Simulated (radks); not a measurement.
Ionisation of the silver ion Ag24+, [Ar] 3d5, to [Ar] 3d4 as the strength of local exchange is varied. Method: scalar-relativistic Kohn-Sham, Slater X-alpha exchange (alpha = 2/3 is LDA exchange), no correlation, spin-polarised, spherical densities, finite nucleus; open shells are filled with parallel spins first (spin-orbit coupling, left out, can overturn this in heavy ions); Fermi nuclear charge, rms radius 4.5454 fm; computed with a radial shooting solver on a logarithmic mesh with Libxc functionals.

alpha  E(Ag24+) (hartree)  exchange (hartree)  IE (eV)  -e of the level emptied (eV)  <r> of it (bohr)
0.626         -4967.22057          -103.60006   1229.6                   1194.4 (3d)            0.3106
0.667         -4974.02639          -110.49913   1235.0                   1199.8 (3d)            0.3100
0.738         -4985.82870          -122.47940   1244.4                   1209.3 (3d)            0.3090
0.777         -4992.32063          -129.07796   1249.6                   1214.5 (3d)            0.3084
0.842         -5003.15465          -140.10372   1258.3                   1223.3 (3d)            0.3074
0.858         -5005.82420          -142.82314   1260.5                   1225.4 (3d)            0.3072
x             -5005.99108          -142.99318   1260.6                   1225.6 (3d)            0.3072

Which alpha was used in the last row?

Answer. alpha = 0.859. NIST Atomic Spectra Database: 1231 +/- 4 eV (theoretical). The Delta-SCF value meets it near alpha = 0.64. Open shells are spherical and high-spin; term and fine-structure splittings are not resolved.
